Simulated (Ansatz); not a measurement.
Basis-set extrapolation for C3H8B, SMILES `C[B]CC` radical (PBE0-D4/def2-TZVP geometry, frozen core, the Gaussian-basis code of Ansatz). Multiplicity 2, UHF reference.

```tsv
	cc-pV(T+d)Z	cc-pV(Q+d)Z
HF	-142.937783	-142.946738
MP2 correlation	-0.607392	-0.645198
CCSD(T) correlation	-0.681312	not run
```

Energies in hartree. Use E(X) = E(∞) + A·exp(−5.46·√X) for Hartree–Fock and E(X) = E(∞) + B·X^(−3.05) for correlation, with X = 3 and 4, and add CCSD(T) minus MP2 of the smaller set to the MP2 limit.

What is the CCSD(T) energy at the basis-set limit?

HF limit: -142.946738 + (-0.008955) × 0.30130 = -142.94944. MP2 limit: -0.645198 + (-0.037806) × 0.71189 = -0.67211. Higher-order term: -0.681312 − (-0.607392) = -0.07392. Total: -143.69547 hartree, 47.9 kcal/mol below CCSD(T)/cc-pV(T+d)Z.
